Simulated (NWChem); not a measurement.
# CH$_{4}$FNO$_{2}$Si; SMILES N[Si]1(F)OCO1

```xyz
10

N     -1.2323     1.5085     0.0000
Si     0.0003     0.3577     0.0000
F      1.3589     1.2043     0.0000
O     -0.0289    -0.9005     1.1085
C      0.0093    -1.8177     0.0000
O     -0.0289    -0.9005    -1.1085
H     -1.0528     2.5026     0.0000
H     -2.2146     1.2731     0.0000
H      0.9378    -2.3983     0.0000
H     -0.8705    -2.4697     0.0000
```
Atoms are numbered in this order, from 1.

Geometry: optimised at B3LYP/6-31G* (spherical d).

Symmetry labels are those of Cs in the frame above (b1 and b2, or b-type labels, depend on it).

Question: List the 4 lowest vertical singlet excitations from PBE/def2-SVP, TDA (NWChem).

Answer: 
```tsv
state	energy (eV)	oscillator strength	symmetry	leading excitation (squared amplitude)
S1	7.01	0.011	a'	HOMO−1 → LUMO (0.99)
S2	7.05	0.021	a"	HOMO → LUMO (0.95)
S3	7.56	0.013	a"	HOMO−2 → LUMO (0.85)
S4	7.66	0.003	a"	HOMO−3 → LUMO (0.86)
```
